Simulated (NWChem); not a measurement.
GaCl2, doublet; SMILES [Cl][Ga][Cl]

In the optimisation the excess spin sits in a1 (C2v, its own frame). The spin multiplicity was typed, not searched, and may not be the lowest.

Problem. Give the equilibrium geometry at PBE0/def2-SVP, spin-unrestricted (NWChem) as an XYZ file, with the point group.

Solution. point group C2v; any orientation.
```
3

Ga     0.0000     0.0000     0.5809
Cl     1.8676     0.0000    -0.5244
Cl    -1.8676     0.0000    -0.5244
```
